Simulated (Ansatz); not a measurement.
CH8N2OSi can be A, `NC(N)(O)[SiH3]`, or B, `NC[SiH](N)O`.

Program: Ansatz. Geometries: PBE0-D4/def2-TZVP. ΔE: electronic, gas phase. CCSD(T)/CBS is the MP2 limit (def2-TZVPP, def2-QZVPP) plus CCSD(T) − MP2 in def2-TZVPP, frozen cores. Functionals use def2-TZVPP. Each species was taken in one conformer, which may not be the lowest.

**Question.** Which is lower in electronic energy at CCSD(T)/CBS, and by how much? (An estimate is asked.)

**Answer.** Ansatz gave: B, by 66.8 kcal/mol.

**Question.** Give E(B) − E(A) in kcal/mol with MP2/def2-TZVPP, PBE0-D4, r2SCAN-D4, HF/def2-TZVPP, CCSD/def2-TZVPP, PBE-D4, ωB97M-V. (Best estimate.)

**Answer.** Computed: MP2/def2-TZVPP -68.1, PBE0-D4 -63.1, r2SCAN-D4 -64.4, HF/def2-TZVPP -69.6, CCSD/def2-TZVPP -66.6, PBE-D4 -59.9, ωB97M-V -65.7. None reverses the order clearly.

Largest T1 diagnostic: 0.012.

In def2-TZVPP, CCSD(T) changes the Hartree–Fock value by +4.3 kcal/mol (the triples alone add +1.3 kcal/mol) and MP2 by +1.5 kcal/mol. From PBE to PBE0 (25 % exact exchange), in def2-TZVPP and without D4, E(B) − E(A) moves by −3.1 kcal/mol.
